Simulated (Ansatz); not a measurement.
`ClB1CO1` + NH₃ → `NB1CO1` + HCl at 500 K and 1 bar (ligand exchange at a B–Cl bond).

Program: Ansatz. Geometries: PBE0-D4/def2-TZVP. ΔE: electronic, gas phase. CBS: MP2 limit from def2 TZ/QZ plus the TZ coupled-cluster correction, frozen cores. This one scheme is used for every species. Each species was taken in one conformer, which may not be the lowest.

| species | CCSD(T)/CBS energy (Eh) | H − E (kJ/mol) | S (J/(mol·K)) |
| --- | --- | --- | --- |
| `ClB1CO1` | -599.02877 | 120.8 | 317.4 |
| NH₃ | -56.50880 | 108.2 | 211.8 |
| `NB1CO1` | -195.16486 | 192.7 | 320.9 |
| HCl | -460.38127 | 32.5 | 201.9 |

H − E and S are ideal-gas, rigid-rotor, harmonic terms from PBE0-D4/def2-TZVP, for one conformer and one mirror image of each species. 1 Eh = 2625.50 kJ/mol, R = 8.31446 J/(mol·K).

Problem. By hand: ΔE, ΔH, ΔS and ΔG.

Solution. ΔE = (-195.16486) + (-460.38127) − (-599.02877) − (-56.50880) = -0.00856 Eh = -22.5 kJ/mol. Δ(H − E) = 192.7 + 32.5 − 120.8 − 108.2 = -3.8, so ΔH = -26.3 kJ/mol. ΔS = 320.9 + 201.9 − 317.4 − 211.8 = -6.4 J/(mol·K). ΔG = -26.3 − 500 × (-6.4)/1000 = -23.1 kJ/mol.

Problem. By hand: the equilibrium constant, and the temperature at which ΔG would vanish if ΔH and ΔS stayed fixed.

Solution. log₁₀ K = −ΔG/(RT ln 10) = 2.4. ΔG = 0 at ΔH/ΔS = 4109 K, far beyond where these terms or the molecules hold.

The number of gas molecules stays the same, so ΔS is small and ΔH decides. A doubt of 5 kJ/mol in ΔE shifts log₁₀ K by 0.5 here. Other conformers and mirror images would add mixing entropy, several J/(mol·K) or more a flexible species. These are equilibria of isolated gas molecules and say nothing of rates. Largest T1 diagnostic: 0.014 (customary marks: 0.02 for closed shells, 0.045 for open ones).
